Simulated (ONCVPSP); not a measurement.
## What one change does to a pseudopotential (P, ONCV)

ONCVPSP 4.0.1 input, shortened (lines: element, Z, core and valence counts, functional; n l f; lmax; l rc ep ncon nbas qcut; lloc lpopt rc5 dvloc0; l nproj debl; icmod fcfact rcfact), Wu-Cohen, scalar-relativistic:

```
  P 15.00    3    2  -118130      upf
    1    0    2.00
    2    0    2.00
    2    1    6.00
    3    0    2.00
    3    1    3.00
    2
    0    1.55    0.00    5    8    4.30
    1    1.80    0.00    3    7    5.50
    2    1.65    0.19    3    8    6.40
    4    5    1.05    0.00
    0    1    3.60
    1    1    2.40
    2    2    3.30
    0    0.00    0.00
```

Change: local potential polynomial inside 0.95 bohr (lpopt 3, dvloc0 6 Ha).

Cutoffs: the cutoffs (Ha) at which the residual kinetic energy of the hardest occupied pseudo-wave falls to 1 and 0.1 mHa per electron; they do not see the model core or the augmentation charge, which bear on the density cutoff. Errors are all-electron minus pseudo energies relative to the spin-unpolarised reference configuration.

**Question.** What does the change do?

**Answer.** The potential gets neither clearly harder nor softer (10 Ha and 24 Ha → 10 Ha and 24 Ha); the lowest positive-energy flag moves from s at 23.3 eV to none; of the 4 tests that both files solve, the error grows in 0 and shrinks in 4 by more than 15 % and 0.3 meV (median size 26.4 → 16.6 meV); the range in which the s phases agree widens (upper end 0.4 → 1.6); neither file shows a bound ghost.

| quantity | base | changed |
| --- | --- | --- |
| cutoff, loose | 10 Ha | 10 Ha |
| cutoff, tight | 24 Ha | 24 Ha |
| bound ghosts | none | none |
| GHOST(+) flags under 300 eV | s at 23.3 eV | none |
| error for 3s2 3p2, meV [ΔE 9.71 eV] | +5.0 | +3.1 |
| error for 3s2 3p1, meV [ΔE 28.85 eV] | +41 | +24 |
| error for 3s2 3p0, meV [ΔE 58.60 eV] | +166 | +90 |
| error for 3s1 3p3, meV [ΔE 18.81 eV] | +12 | +9.1 |
| s: phases at 1.57 bohr within 0.05 rad from the reference energy up to (Ha; the scan ends near 5) | 0.4 | 1.6 |
| p: phases at 1.83 bohr within 0.05 rad from the reference energy up to (Ha; the scan ends near 5) | 1.8 | 2.1 |
| d: phases at 1.68 bohr within 0.05 rad from the reference energy up to (Ha; the scan ends near 5) | to the end of the scan | to the end of the scan |

Base: The cutoffs count occupied waves only; projector 2 of the d channel, the hardest unoccupied one, needs 35 Ha at the loose tolerance. Changed file: The cutoffs count occupied waves only; projector 2 of the d channel, the hardest unoccupied one, needs 35 Ha at the loose tolerance.
